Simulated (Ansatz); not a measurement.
`C[SiH]1C=N1` + HBr → `Br[SiH]1C=N1` + CH₄ at 600 K and 1 bar (ligand exchange at the Si–C bond).

Program: Ansatz. Geometries: PBE0-D4/def2-TZVP. ΔE: electronic, gas phase. CCSD(T)/CBS is the MP2 limit (def2-TZVPP, def2-QZVPP) plus CCSD(T) − MP2 in def2-TZVPP, frozen cores. This one scheme is used for every species. For Br outer-core shells are correlated without core-valence functions, which leaves a few kJ/mol of doubt a bond. Scalar relativity is left out up to krypton.

```csv
species,CCSD(T)/CBS energy (Eh),H − E (kJ/mol),S (J/(mol·K))
`C[SiH]1C=N1`,-422.84347,218.5,376.6
HBr,-2573.91920,33.5,219.1
`Br[SiH]1C=N1`,-2956.33657,117.4,365.7
CH₄,-40.46206,140.4,215.7
```

H − E and S are ideal-gas, rigid-rotor, harmonic terms from PBE0-D4/def2-TZVP, for one conformer and one mirror image of each species. 1 Eh = 2625.50 kJ/mol, R = 8.31446 J/(mol·K).

Question: By hand: ΔE, ΔH, ΔS and ΔG.

Answer: ΔE = (-2956.33657) + (-40.46206) − (-422.84347) − (-2573.91920) = -0.03596 Eh = -94.4 kJ/mol. Δ(H − E) = 117.4 + 140.4 − 218.5 − 33.5 = 5.8, so ΔH = -88.6 kJ/mol. ΔS = 365.7 + 215.7 − 376.6 − 219.1 = -14.3 J/(mol·K). ΔG = -88.6 − 600 × (-14.3)/1000 = -80.0 kJ/mol.

Question: By hand: the equilibrium constant, and the temperature at which ΔG would vanish if ΔH and ΔS stayed fixed.

Answer: log₁₀ K = −ΔG/(RT ln 10) = 7.0. ΔG = 0 at ΔH/ΔS = 6196 K, far beyond where these terms or the molecules hold.

The number of gas molecules stays the same, so ΔS is small and ΔH decides. A doubt of 5 kJ/mol in ΔE shifts log₁₀ K by 0.4 here. Other conformers and mirror images would add mixing entropy, several J/(mol·K) or more a flexible species. These are equilibria of isolated gas molecules and say nothing of rates. Largest T1 diagnostic: 0.014 (customary marks: 0.02 for closed shells, 0.045 for open ones).
